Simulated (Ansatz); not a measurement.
Si₃₅H₄₂, a nanocrystal cut from hexagonal silicon, relaxed as a singlet with RKS r2SCAN-D4/def2-SVP in Ansatz, starting from a model built from a lattice or polyhedron. Force threshold 0.03 eV/Å.

Single mean-field runs in def2-SVP are fitted with def2-universal-jkfit.

Start:

Cartesian coordinates in Å:
```
Si 3.921 2.616 -0.836
Si 3.817 0.495 0.178
Si 1.164 1.484 3.695
Si 1.031 -0.627 4.731
Si 0.647 7.000 -1.216
Si 1.888 5.452 -2.454
Si 0.440 3.471 0.493
Si 1.766 3.311 -1.442
Si 0.351 1.363 1.526
Si 1.566 -0.195 0.271
Si 0.071 -2.146 3.245
Si 1.404 -2.309 1.305
Si -0.015 -4.272 4.265
Si 1.235 -5.810 3.015
Si 1.044 5.318 -4.629
Si 0.827 1.796 -2.937
Si 0.689 -0.332 -1.917
Si 1.970 -1.873 -3.170
Si 0.488 -3.851 -0.181
Si 1.846 -3.976 -2.117
Si 0.368 -5.949 0.809
Si -1.593 6.297 -1.141
Si -1.739 4.200 -0.126
Si -1.952 0.657 1.583
Si -2.060 -1.465 2.610
Si -2.284 -4.953 4.327
Si -1.203 4.603 -4.548
Si -2.667 2.664 -1.596
Si -1.348 2.506 -3.543
Si -2.803 0.515 -0.589
Si -1.554 -1.022 -1.829
Si -3.010 -2.975 1.090
Si -1.663 -3.120 -0.817
Si -3.135 -5.119 2.158
Si -1.878 -6.682 0.898
H 4.513 3.602 0.100
H 4.736 2.553 -2.011
H 4.333 0.583 1.549
H 4.582 -0.435 -0.578
H 2.544 1.924 3.672
H 0.374 2.496 4.480
H 2.344 -1.056 5.061
H 0.222 -0.530 5.894
H 1.174 7.072 0.141
H 0.717 8.298 -1.849
H 3.293 5.890 -2.511
H 1.016 4.446 1.428
H 2.749 -2.735 1.676
H 0.493 -4.187 5.600
H 2.605 -5.379 2.944
H 1.144 -7.109 3.639
H 1.128 6.592 -5.260
H 1.831 4.381 -5.428
H 1.651 1.701 -4.134
H 3.353 -1.455 -3.205
H 1.412 -1.968 -4.521
H 3.179 -4.424 -1.762
H 1.255 -4.941 -3.055
H 1.164 -6.918 0.029
H -2.373 7.225 -0.369
H -2.144 6.225 -2.483
H -2.605 4.288 1.077
H -2.707 1.632 2.350
H -2.895 -1.382 3.824
H -3.049 -4.005 5.133
H -2.337 -6.295 4.937
H -1.986 5.550 -3.764
H -1.757 4.536 -5.880
H -3.997 3.090 -1.992
H -1.932 1.562 -4.442
H -4.186 0.101 -0.527
H -2.060 -1.093 -3.186
H -4.333 -2.557 0.747
H -2.246 -4.099 -1.724
H -4.512 -5.535 2.188
H -1.937 -7.966 1.547
H -2.384 -6.749 -0.442
```

Task: Estimate the energy that the relaxation releases and the steps that it takes.

Result: 1.59 eV, in 7 steps; 32 s on 11 threads of AMD EPYC 7R13 on a shared host and a whole NVIDIA H100 80GB HBM3. The force fell under the threshold at step 6, but the optimiser went on and released 0.002 eV more. No frequencies were taken in this run, so the end may be a saddle point.

Task: Does the start keep its bonding?

Result: By distances, no bond broke or formed. The bond that changes most is Si4–H43, from 1.42 to 1.50 Å (atoms count from 1).

Task: Predict the relaxed structure.

Result: 
```xyz
77

Si    3.891    2.657   -0.850
Si    3.757    0.528    0.178
Si    1.127    1.480    3.685
Si    1.026   -0.651    4.709
Si    0.647    7.111   -1.265
Si    1.866    5.528   -2.501
Si    0.430    3.500    0.475
Si    1.751    3.402   -1.469
Si    0.284    1.375    1.496
Si    1.526   -0.201    0.276
Si    0.074   -2.218    3.240
Si    1.405   -2.325    1.306
Si   -0.031   -4.341    4.277
Si    1.222   -5.904    3.045
Si    1.049    5.421   -4.701
Si    0.830    1.818   -2.944
Si    0.682   -0.301   -1.913
Si    1.923   -1.874   -3.137
Si    0.473   -3.896   -0.172
Si    1.820   -3.995   -2.094
Si    0.369   -6.023    0.856
Si   -1.590    6.475   -0.917
Si   -1.715    4.260   -0.111
Si   -1.952    0.652    1.578
Si   -2.069   -1.477    2.608
Si   -2.261   -5.082    4.372
Si   -1.137    4.561   -4.815
Si   -2.621    2.729   -1.650
Si   -1.307    2.550   -3.592
Si   -2.795    0.595   -0.620
Si   -1.556   -1.014   -1.812
Si   -3.018   -3.064    1.153
Si   -1.674   -3.141   -0.776
Si   -3.123   -5.191    2.186
Si   -1.862   -6.757    0.966
H     4.505    3.640    0.099
H     4.761    2.577   -2.068
H     4.315    0.594    1.567
H     4.566   -0.467   -0.597
H     2.543    1.970    3.651
H     0.315    2.465    4.472
H     2.405   -1.106    5.078
H     0.207   -0.579    5.962
H     1.277    7.251    0.087
H     0.707    8.444   -1.948
H     3.303    5.965   -2.548
H     1.067    4.464    1.435
H     2.789   -2.767    1.686
H     0.526   -4.232    5.667
H     2.664   -5.499    3.015
H     1.124   -7.252    3.696
H     1.106    6.780   -5.331
H     1.925    4.500   -5.495
H     1.721    1.719   -4.149
H     3.347   -1.416   -3.238
H     1.365   -1.959   -4.526
H     3.197   -4.438   -1.700
H     1.260   -5.007   -3.046
H     1.183   -6.994    0.051
H    -2.172    7.381    0.127
H    -2.392    6.643   -2.170
H    -2.591    4.248    1.109
H    -2.749    1.621    2.402
H    -2.914   -1.362    3.844
H    -3.080   -4.143    5.203
H    -2.314   -6.441    5.002
H    -2.128    5.574   -4.335
H    -1.445    4.260   -6.251
H    -3.998    3.186   -2.035
H    -1.938    1.509   -4.472
H    -4.239    0.186   -0.588
H    -2.094   -1.137   -3.208
H    -4.405   -2.629    0.777
H    -2.259   -4.116   -1.757
H    -4.558   -5.629    2.234
H    -1.922   -8.091    1.647
H    -2.423   -6.906   -0.416
```
Bond lengths: 49 × Si–Si 2.35 to 2.38 Å; 42 × H–Si 1.50 Å.
